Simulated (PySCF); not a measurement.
H4AlFN2 (SMILES [NH2][Al]([NH2])[F]), singlet, at a GFN2-xTB geometry (such geometries of metal compounds can be far from the true shape); PBE0/cc-pVDZ, polarisability by finite fields (PySCF).

Here is a job for PySCF.
```python
from pyscf import gto, scf, dft

mol = gto.M(
    atom='''
Al    0.021610    0.002700   -0.002795
F     1.648312    0.205921   -0.213184
N    -0.523158   -0.696669    1.531988
H    -1.479533   -0.875802    1.794048
H     0.094108   -0.976902    2.281019
N    -1.042868    0.501028   -1.329447
H    -2.048351    0.435068   -1.337770
H    -0.719777    0.898738   -2.200098
''',
    basis='cc-pvdz',
    charge=0,
    spin=0,
    verbose=4,
)

mf = dft.RKS(mol)
mf.xc = 'pbe0'
mf.conv_tol = 1e-11
mf.kernel()
h0, z, done = mf.get_hcore(), mol.intor('int1e_r')[2], []
def energy(F):
    f = mf.copy()
    f.scf_summary = {}
    f.get_hcore = lambda *a: h0 + F * z
    e = f.kernel(mf.make_rdm1())
    done.append(f.converged)
    return e
F = 0.005
alpha = -(energy(F) + energy(-F) - 2 * mf.e_tot) / F**2
print('alpha_zz =', alpha)
```

What the program printed (banner, timings and long lists left out):

```
PySCF version 2.14.0

[INPUT] verbose = 4
[INPUT] num. atoms = 8
[INPUT] num. electrons = 40
[INPUT] charge = 0
[INPUT] spin (= nelec alpha-beta = 2S) = 0
[INPUT] symmetry False subgroup None
[INPUT] Mole.unit = angstrom
[INPUT] Symbol           X                Y                Z      unit          X                Y                Z       unit  Magmom
[...]
nuclear repulsion = 159.117460766659
number of shells = 32
number of NR pGTOs = 147
number of NR cGTOs = 80
basis = cc-pvdz
ecp = {}

******** <class 'pyscf.dft.rks.RKS'> ********
method = RKS
initial guess = minao
damping factor = 0
level_shift factor = 0
DIIS = <class 'pyscf.scf.diis.CDIIS'>
diis_start_cycle = 1
diis_space = 8
diis_damp = 0
SCF conv_tol = 1e-11
SCF conv_tol_grad = None
SCF max_cycles = 50
direct_scf = True
direct_scf_tol = 1e-13
XC library pyscf.dft.libxc version 7.1.2
    S. Lehtola, C. Steigemann, M. J. T. Oliveira, and M. A. L. Marques,  SoftwareX 7, 1–5 (2018)
XC functionals = pbe0
    C. Adamo and V. Barone,  J. Chem. Phys. 110, 6158 (1999)
    M. Ernzerhof and G. E. Scuseria,  J. Chem. Phys. 110, 5029 (1999)
radial grids:
    Treutler-Ahlrichs [JCP 102, 346 (1995); DOI:10.1063/1.469408] (M4) radial grids

becke partition: Becke, JCP 88, 2547 (1988); DOI:10.1063/1.454033
pruning grids: <function nwchem_prune>
grids dens level: 3
symmetrized grids: False
atomic radii adjust function: <function treutler_atomic_radii_adjust>
small_rho_cutoff = 0
Set gradient conv threshold to 3.16228e-06
Initial guess from minao.
tot grids = 100480
init E= -454.05534795764
[...]
cycle= 1 E= -453.85756532436  delta_E= 0.198  |g|= 0.826  |ddm|= 2.35
[...]
cycle= 2 E= -453.730625916201  delta_E= 0.127  |g|= 1.18  |ddm|= 1.18
[...]
cycle= 3 E= -453.989425681315  delta_E= -0.259  |g|= 0.0628  |ddm|= 0.686
[...]
cycle= 4 E= -453.989957712314  delta_E= -0.000532  |g|= 0.0331  |ddm|= 0.0572
[...]
cycle= 5 E= -453.990168652763  delta_E= -0.000211  |g|= 0.0049  |ddm|= 0.0221
[...]
cycle= 6 E= -453.990174741373  delta_E= -6.09e-06  |g|= 0.000581  |ddm|= 0.00456
[...]
cycle= 7 E= -453.990174812839  delta_E= -7.15e-08  |g|= 9.23e-05  |ddm|= 0.000529
[...]
cycle= 8 E= -453.99017481489  delta_E= -2.05e-09  |g|= 1.17e-05  |ddm|= 9.58e-05
[...]
cycle= 9 E= -453.990174814926  delta_E= -3.64e-11  |g|= 2.53e-06  |ddm|= 1.23e-05
[...]
cycle= 10 E= -453.990174814931  delta_E= -4.66e-12  |g|= 3.28e-07  |ddm|= 2.39e-06
[...]
Extra cycle  E= -453.99017481493  delta_E= 1.36e-12  |g|= 1.78e-07  |ddm|= 5.22e-07
converged SCF energy = -453.99017481493

******** <class 'pyscf.dft.rks.RKS'> ********
method = RKS
initial guess = minao
damping factor = 0
level_shift factor = 0
DIIS = <class 'pyscf.scf.diis.CDIIS'>
diis_start_cycle = 1
diis_space = 8
diis_damp = 0
SCF conv_tol = 1e-11
SCF conv_tol_grad = None
SCF max_cycles = 50
direct_scf = True
direct_scf_tol = 1e-13
XC library pyscf.dft.libxc version 7.1.2
    S. Lehtola, C. Steigemann, M. J. T. Oliveira, and M. A. L. Marques,  SoftwareX 7, 1–5 (2018)
XC functionals = pbe0
    C. Adamo and V. Barone,  J. Chem. Phys. 110, 6158 (1999)
    M. Ernzerhof and G. E. Scuseria,  J. Chem. Phys. 110, 5029 (1999)
radial grids:
    Treutler-Ahlrichs [JCP 102, 346 (1995); DOI:10.1063/1.469408] (M4) radial grids

becke partition: Becke, JCP 88, 2547 (1988); DOI:10.1063/1.454033
pruning grids: <function nwchem_prune>
grids dens level: 3
symmetrized grids: False
atomic radii adjust function: <function treutler_atomic_radii_adjust>
small_rho_cutoff = 0
Overwritten attributes  get_hcore  of <class 'pyscf.dft.rks.RKS'>
Set gradient conv threshold to 3.16228e-06
init E= -453.990826713537
[...]
cycle= 1 E= -453.991235081013  delta_E= -0.000408  |g|= 0.0144  |ddm|= 0.0754
[...]
cycle= 2 E= -453.991212619114  delta_E= 2.25e-05  |g|= 0.0187  |ddm|= 0.0259
[...]
cycle= 3 E= -453.991293084454  delta_E= -8.05e-05  |g|= 0.00252  |ddm|= 0.0133
[...]
cycle= 4 E= -453.991294438869  delta_E= -1.35e-06  |g|= 0.000184  |ddm|= 0.00182
[...]
cycle= 5 E= -453.991294448144  delta_E= -9.28e-09  |g|= 3.24e-05  |ddm|= 0.000202
[...]
cycle= 6 E= -453.991294448335  delta_E= -1.91e-10  |g|= 1.96e-05  |ddm|= 3.86e-05
[...]
cycle= 7 E= -453.991294448406  delta_E= -7.14e-11  |g|= 4.69e-06  |ddm|= 1.48e-05
[...]
cycle= 8 E= -453.991294448413  delta_E= -6.82e-12  |g|= 6.42e-07  |ddm|= 3.77e-06
[...]
Extra cycle  E= -453.991294448412  delta_E= 7.96e-13  |g|= 8.02e-07  |ddm|= 9.06e-07
converged SCF energy = -453.991294448412

******** <class 'pyscf.dft.rks.RKS'> ********
method = RKS
initial guess = minao
damping factor = 0
level_shift factor = 0
DIIS = <class 'pyscf.scf.diis.CDIIS'>
diis_start_cycle = 1
diis_space = 8
diis_damp = 0
SCF conv_tol = 1e-11
SCF conv_tol_grad = None
SCF max_cycles = 50
direct_scf = True
direct_scf_tol = 1e-13
XC library pyscf.dft.libxc version 7.1.2
    S. Lehtola, C. Steigemann, M. J. T. Oliveira, and M. A. L. Marques,  SoftwareX 7, 1–5 (2018)
XC functionals = pbe0
    C. Adamo and V. Barone,  J. Chem. Phys. 110, 6158 (1999)
    M. Ernzerhof and G. E. Scuseria,  J. Chem. Phys. 110, 5029 (1999)
radial grids:
    Treutler-Ahlrichs [JCP 102, 346 (1995); DOI:10.1063/1.469408] (M4) radial grids

becke partition: Becke, JCP 88, 2547 (1988); DOI:10.1063/1.454033
pruning grids: <function nwchem_prune>
grids dens level: 3
symmetrized grids: False
atomic radii adjust function: <function treutler_atomic_radii_adjust>
small_rho_cutoff = 0
Set gradient conv threshold to 3.16228e-06
init E= -453.989522916325
[...]
cycle= 1 E= -453.98993201898  delta_E= -0.000409  |g|= 0.0142  |ddm|= 0.0751
[...]
cycle= 2 E= -453.989911670851  delta_E= 2.03e-05  |g|= 0.0183  |ddm|= 0.0255
[...]
cycle= 3 E= -453.989988521825  delta_E= -7.69e-05  |g|= 0.00252  |ddm|= 0.013
[...]
cycle= 4 E= -453.989989878777  delta_E= -1.36e-06  |g|= 0.000189  |ddm|= 0.00182
[...]
cycle= 5 E= -453.989989887347  delta_E= -8.57e-09  |g|= 8.92e-05  |ddm|= 0.000213
[...]
cycle= 6 E= -453.989989888676  delta_E= -1.33e-09  |g|= 2.47e-05  |ddm|= 6.2e-05
[...]
cycle= 7 E= -453.989989888791  delta_E= -1.15e-10  |g|= 2.88e-06  |ddm|= 1.97e-05
[...]
cycle= 8 E= -453.989989888794  delta_E= -2.73e-12  |g|= 7.64e-07  |ddm|= 3.17e-06
[...]
Extra cycle  E= -453.989989888793  delta_E= 4.55e-13  |g|= 9.71e-07  |ddm|= 1.12e-06
converged SCF energy = -453.989989888793
alpha_zz = 37.38829385383724
```
